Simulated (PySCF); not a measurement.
Isomers of C6H13FGe side by side.

PySCF, CAM-B3LYP/def2-SVPD, density fitting, gas phase; each molecule at its own PBE0-D3(BJ)/def2-SVP geometry, one conformer. Singlet excitations by full TDDFT with frozen cores, triplets by Tamm–Dancoff TDDFT and ionisation energies by ΔSCF, from the lowest of the holes tried. 

Torsions of the conformers computed, which needn't be the lowest (atom-mapped SMILES):
- `[CH3:1][CH:2]([CH3:3])[C@@H:4]1[GeH2:5][CH2:6][C@@H:7]1[F:8]`: C1–C2–C4–Ge5 170°
- `[CH3:1][CH:2]([CH3:3])[C@@H:4]1[GeH2:5][CH2:6][C@H:7]1[F:8]`: C1–C2–C4–Ge5 -62°

The conformers of `C[C@@]1([GeH3])CC[C@@H](F)C1`, `[CH3][Ge@@H]1[CH2]CCC[C@H]1F`, `C[C]1(C)CC[C@@H](F)[GeH2]1`, `C[C@@H]1CC[CH2][Ge@H]([F])[CH2]1`, `C[C@@H]1CC[C@H](F)[CH2][GeH2]1` and `[CH3][Ge@@H]1[CH2]CCC[C@@H]1F` aren't listed.

Reference: `C[C@@]1([GeH3])CC[C@@H](F)C1`, with HOMO energy -9.19 eV, LUMO energy 0.89 eV, lowest singlet excitation 7.35 eV, lowest triplet excitation 7.01 eV, mean polarisability 100.2 au and vertical ionisation energy 9.80 eV.

Changes against it:

| molecule | Δ electronic energy (kcal/mol) | Δ HOMO energy (eV) | Δ LUMO energy (eV) | Δ lowest singlet excitation (eV) | Δ lowest triplet excitation (eV) | Δ mean polarisability (au) | Δ vertical ionisation energy (eV) |
| --- | --- | --- | --- | --- | --- | --- | --- |
| C[C@@H]1CC[C@H](F)[CH2][GeH2]1 | -8.8 | +0.31 | +0.20 | -0.15 | -0.05 | -0.5 | -0.28 |
| [CH3][Ge@@H]1[CH2]CCC[C@@H]1F | -9.1 | +0.44 | +0.28 | -0.16 | -0.07 | -1.0 | -0.38 |
| CC(C)[C@@H]1[GeH2][CH2][C@@H]1F | +11.8 | +0.22 | +0.07 | -0.41 | -0.88 | +1.7 | -0.22 |
| C[C@@H]1CC[C@@H](F)[CH2][GeH2]1 | -9.7 | +0.07 | +0.20 | +0.01 | +0.05 | -0.3 | -0.04 |
| C[C@@]1(CF)C[CH2][GeH2][CH2]1 | -3.8 | -0.13 | +0.16 | +0.16 | +0.07 | -0.7 | +0.19 |
| C[C@@H]1CC[CH2][Ge@@H]([F])[CH2]1 | -39.8 | +0.06 | +0.32 | -0.12 | -0.03 | -3.2 | 0.00 |
| C[C@@H]1[CH2][GeH2][CH2][C@H](F)C1 | -11.5 | -0.28 | +0.20 | +0.37 | +0.40 | -0.2 | +0.32 |
| C[C@@]1([GeH3])CC[C@H](F)C1 | -0.2 | +0.12 | +0.13 | +0.03 | +0.10 | -0.1 | -0.13 |
| CC(C)[C@@H]1[GeH2][CH2][C@H]1F | +9.7 | +0.15 | +0.08 | -0.14 | -0.83 | +1.6 | -0.13 |
| C[C@@H]1[CH2][GeH2][CH2][C@@H](F)C1 | -10.5 | +0.03 | +0.21 | +0.12 | +0.24 | -0.5 | +0.01 |

Rows whose labels were lost:

| row | Δ electronic energy (kcal/mol) | Δ HOMO energy (eV) | Δ LUMO energy (eV) | Δ lowest singlet excitation (eV) | Δ lowest triplet excitation (eV) | Δ mean polarisability (au) | Δ vertical ionisation energy (eV) |
| --- | --- | --- | --- | --- | --- | --- | --- |
| P | -38.8 | +0.03 | +0.22 | -0.27 | -0.19 | -3.4 | +0.03 |
| Q | -8.6 | +0.39 | +0.31 | -0.04 | -0.10 | -0.8 | -0.33 |
| R | +1.4 | +0.48 | +0.19 | -0.23 | -0.57 | +0.3 | -0.46 |

Task: Which row belongs to which of `[CH3][Ge@@H]1[CH2]CCC[C@H]1F`, `C[C]1(C)CC[C@@H](F)[GeH2]1` and `C[C@@H]1CC[CH2][Ge@H]([F])[CH2]1`?

Result: P = `C[C@@H]1CC[CH2][Ge@H]([F])[CH2]1`, Q = `[CH3][Ge@@H]1[CH2]CCC[C@H]1F` and R = `C[C]1(C)CC[C@@H](F)[GeH2]1`. P and Q are told apart most clearly by the electronic energy (-38.8 against -8.6 kcal/mol); P and R are told apart most clearly by the electronic energy (-38.8 against +1.4 kcal/mol); Q and R are told apart most clearly by the electronic energy (-8.6 against +1.4 kcal/mol); Q comes close to the labelled row of `[CH3][Ge@@H]1[CH2]CCC[C@@H]1F` in every column.

Task: Which row has the smallest HOMO–LUMO gap and which the largest, and does the HOMO or the LUMO shift more there?

Result: Smallest, counted from the reference: R, -0.29 eV (HOMO +0.48, LUMO +0.19), the larger shift being that of the HOMO. Largest: `C[C@@H]1[CH2][GeH2][CH2][C@H](F)C1`, +0.48 eV (HOMO -0.28, LUMO +0.20), the larger shift being that of the HOMO.

Task: Fit a straight line for the change of the electronic energy against that of the mean polarisability over the labelled rows, and test it on P, Q and R.

Result: Over the 10 labelled rows the slope is 9.92 kcal/mol/au, the intercept -4.0 kcal/mol, r = 0.95 and the standard error 4.5 kcal/mol. P: predicted -37.7, computed -38.8 kcal/mol; Q: predicted -12.0, computed -8.6 kcal/mol; R: predicted -1.0, computed +1.4 kcal/mol. The mean miss is 2.3 kcal/mol, against 14 kcal/mol for guessing the labelled rows' mean: the line carries over to these rows.
